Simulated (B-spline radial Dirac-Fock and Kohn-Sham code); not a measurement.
Ir⁴⁺ in Watson spheres of different radius

Calculated with a radial atomic solver, using ΔSCF Dirac-Fock with Breit, self-energy and vacuum polarisation, finite nucleus, configuration average. The ion, [Xe] 4f14 5d5, sits in a hollow sphere of charge Q = -4, a simple model of the Madelung potential. Inside the sphere an electron's potential energy is raised by the constant 14.40·|Q|/R eV, so binding energies fall by about that much as long as the orbitals stay inside.

```csv
radius (Å),14.40 |Q|/R (eV),1s (eV),2s (eV),2p1/2 (eV),2p3/2 (eV),3s (eV),3p1/2 (eV),3p3/2 (eV),3d3/2 (eV),3d5/2 (eV),4s (eV),4p1/2 (eV),4p3/2 (eV),4d3/2 (eV),4d5/2 (eV),4f5/2 (eV),4f7/2 (eV),5s (eV),5p1/2 (eV),5p3/2 (eV),5d (eV)
1.6,36.00,76133.2,13452.1,12850.8,11241.7,3205.4,2938.8,2582.3,2142.8,2067.2,722.8,609.9,525.3,340.2,324.5,87.23,84.24,123.6,85.36,71.30,20.39
2,28.80,76140.3,13459.1,12857.9,11248.7,3212.5,2945.8,2589.4,2149.8,2074.3,729.8,616.9,532.4,347.2,331.5,94.28,91.30,130.7,92.43,78.38,27.45
```

From the smallest to the largest radius 1s moves by +7.1 eV, while the constant potential alone would give +7.2 eV; the difference comes from charge outside the sphere and its screening.
